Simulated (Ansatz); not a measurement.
S-phenylphenoxathiinium bis(oxalato)borate (C₂₂H₁₃BO₉S), relaxed as a singlet with RKS PBE-D4/def2-SVP in Ansatz, starting from the GFN2-xTB geometry. Force threshold 0.03 eV/Å.

Single mean-field runs in def2-SVP are fitted with def2-universal-jkfit.

Start:

| atom | x (Å) | y (Å) | z (Å) |
| --- | --- | --- | --- |
| O1 | -0.304 | -0.061 | 3.695 |
| C2 | -0.200 | -1.148 | 3.199 |
| O3 | -0.376 | -1.408 | 1.911 |
| B4 | -0.138 | -2.886 | 1.663 |
| O5 | 0.224 | -3.413 | 2.955 |
| C6 | 0.188 | -2.477 | 3.891 |
| O7 | 0.432 | -2.627 | 5.050 |
| O8 | 0.916 | -2.978 | 0.620 |
| C9 | 0.367 | -3.343 | -0.519 |
| O10 | 0.890 | -3.254 | -1.600 |
| C11 | -1.096 | -3.757 | -0.225 |
| O12 | -1.888 | -4.184 | -1.015 |
| O13 | -1.320 | -3.494 | 1.048 |
| C14 | 1.934 | 1.668 | -4.145 |
| C15 | 1.450 | 2.487 | -3.137 |
| C16 | 1.044 | 1.941 | -1.932 |
| C17 | 1.138 | 0.571 | -1.754 |
| S18 | 0.592 | -0.239 | -0.226 |
| C19 | -1.166 | -0.060 | -0.490 |
| C20 | -1.755 | -0.917 | -1.411 |
| C21 | -3.120 | -0.884 | -1.612 |
| C22 | -3.895 | 0.015 | -0.893 |
| C23 | -3.309 | 0.880 | 0.007 |
| C24 | -1.930 | 0.850 | 0.230 |
| O25 | -1.464 | 1.753 | 1.126 |
| C26 | -0.162 | 1.826 | 1.487 |
| C27 | 0.146 | 2.784 | 2.456 |
| C28 | 1.440 | 2.943 | 2.899 |
| C29 | 2.465 | 2.163 | 2.378 |
| C30 | 2.177 | 1.219 | 1.414 |
| C31 | 0.873 | 1.062 | 0.961 |
| C32 | 1.619 | -0.261 | -2.751 |
| C33 | 2.014 | 0.298 | -3.956 |
| H34 | 2.249 | 2.103 | -5.081 |
| H35 | 1.387 | 3.554 | -3.285 |
| H36 | 0.666 | 2.575 | -1.143 |
| H37 | -1.138 | -1.606 | -1.966 |
| H38 | -3.571 | -1.568 | -2.312 |
| H39 | -4.964 | 0.042 | -1.034 |
| H40 | -3.892 | 1.590 | 0.571 |
| H41 | -0.666 | 3.366 | 2.860 |
| H42 | 1.654 | 3.672 | 3.664 |
| H43 | 3.476 | 2.279 | 2.732 |
| H44 | 2.952 | 0.592 | 1.000 |
| H45 | 1.675 | -1.328 | -2.586 |
| H46 | 2.385 | -0.339 | -4.743 |

Problem. Estimate the energy that the relaxation releases and the steps that it takes.

Solution. 0.45 eV, in 10 steps; 60 s on 2 threads of AMD EPYC 7R13 on a shared host and a share (18 GiB) of an NVIDIA H100 80GB HBM3. No frequencies were taken in this run, so the end may be a saddle point.

Problem. Does the start keep its bonding?

Solution. By distances, no bond broke or formed. The bond that changes most is O5–C6, from 1.32 to 1.35 Å (atoms count from 1).

Problem. Predict the relaxed structure.

Solution. 
Cartesian coordinates in Å:
```
O -0.122 -0.138 3.825
C -0.051 -1.222 3.290
O -0.382 -1.486 2.013
B -0.102 -2.933 1.728
O 0.388 -3.503 2.969
C 0.453 -2.552 3.923
O 0.837 -2.698 5.057
O 0.904 -2.983 0.620
C 0.259 -3.272 -0.504
O 0.686 -3.117 -1.637
C -1.182 -3.734 -0.130
O -2.029 -4.108 -0.909
O -1.308 -3.589 1.194
C 2.179 1.657 -4.238
C 1.620 2.542 -3.297
C 1.094 2.052 -2.095
C 1.148 0.669 -1.864
S 0.503 -0.098 -0.358
C -1.267 0.010 -0.555
C -1.862 -0.899 -1.448
C -3.252 -0.907 -1.597
C -4.036 -0.005 -0.857
C -3.441 0.897 0.029
C -2.045 0.910 0.197
O -1.562 1.816 1.097
C -0.252 1.879 1.465
C 0.054 2.784 2.497
C 1.360 2.890 2.974
C 2.389 2.094 2.437
C 2.098 1.196 1.409
C 0.786 1.111 0.908
C 1.709 -0.235 -2.780
C 2.223 0.278 -3.982
H 2.591 2.053 -5.179
H 1.593 3.622 -3.503
H 0.659 2.732 -1.347
H -1.240 -1.615 -2.006
H -3.716 -1.639 -2.272
H -5.131 -0.012 -0.961
H -4.035 1.603 0.628
H -0.771 3.369 2.926
H 1.578 3.590 3.794
H 3.412 2.161 2.831
H 2.883 0.553 0.982
H 1.718 -1.316 -2.555
H 2.663 -0.410 -4.720
```
Bond lengths: 20 × C–C 1.39 to 1.56 Å; 10 × C–O 1.21 to 1.37 Å; 4 × B–O 1.45 to 1.50 Å; 3 × C–S 1.77 to 1.81 Å; 13 × C–H 1.10 Å.
